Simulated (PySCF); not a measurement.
**Circular dichroism: `C[C@H]1[CH2][GeH2][Ge@H]1[Br]`, C3H9BrGe2**

Geometry (Å), atoms numbered from 1 in this order:
```xyz
15

C    -1.567   -0.113   -0.790
C    -0.689   -0.449    0.406
C     0.564   -1.223   -0.015
Ge    1.951    0.217   -0.269
Ge    0.206    1.254    1.123
Br   -0.924    3.225    0.652
H    -1.964   -1.019   -1.248
H    -2.408    0.516   -0.493
H    -0.988    0.424   -1.545
H    -1.276   -0.999    1.145
H     0.384   -1.836   -0.897
H     0.891   -1.893    0.783
H     3.375   -0.124    0.156
H     2.111    0.679   -1.711
H     0.331    1.349    2.680
```

Theory: TDDFT PBE0/def2-SVPD circular dichroism and optical rotation, one conformer, gas phase (PySCF). Geometry: GFN2-xTB.

The calculation is non-relativistic, which matters for the atoms heavier than Zn.

(1) What are the CIP labels of the stereocentres?

(2) Which excitations and rotatory strengths does the calculation give?

Results:

(1) C2 S, Ge5 S.

(2) Rotatory strengths R in 10⁻⁴⁰ esu² cm², velocity form and length form (origin at the centre of mass); f in length form.
```
state  E (eV)  λ (nm)      f  R (velocity)  R (length)                                    main
    1    5.10     243  0.040         -11.3       -11.2        HOMO→LUMO 0.86, HOMO−1→LUMO 0.09
    2    5.33     232  0.055         +14.5       +13.7                        HOMO−1→LUMO 0.81
    3    5.80     214  0.045         -49.9       -49.0    HOMO→LUMO+1 0.68, HOMO−1→LUMO+1 0.17
    4    6.05     205  0.047          +2.3        +1.2    HOMO−1→LUMO+1 0.76, HOMO→LUMO+1 0.10
    5    6.12     203  0.049         +11.8       +11.5                        HOMO−2→LUMO 0.81
    6    6.27     198  0.018         -33.5       -32.7      HOMO→LUMO+2 0.74, HOMO−3→LUMO 0.18
    7    6.44     193  0.068         -22.3       -21.4    HOMO−3→LUMO 0.60, HOMO−1→LUMO+2 0.15
    8    6.52     190  0.006          +6.2        +7.7    HOMO−1→LUMO+2 0.61, HOMO→LUMO+3 0.25
    9    6.66     186  0.121         +62.9       +64.2    HOMO→LUMO+3 0.67, HOMO−1→LUMO+2 0.15
   10    6.86     181  0.008         -10.7       -10.5  HOMO−1→LUMO+3 0.66, HOMO−2→LUMO+1 0.29
   11    6.88     180  0.021          -7.5        -7.4  HOMO−2→LUMO+1 0.65, HOMO−1→LUMO+3 0.26
   12    6.95     179  0.001          +3.2        +3.0                        HOMO−4→LUMO 0.89
```

Among the states computed, the strongest CD band (largest |R|) is state 9. The largest dissymmetry factor in size, g = 4R/(D+G), with D and G the electric and magnetic dipole strengths, is +0.02 for state 12 (velocity form, f = 0.002), among bands with |R| over 0.5. The mirror image has the same energies and oscillator strengths and all R with the opposite sign.
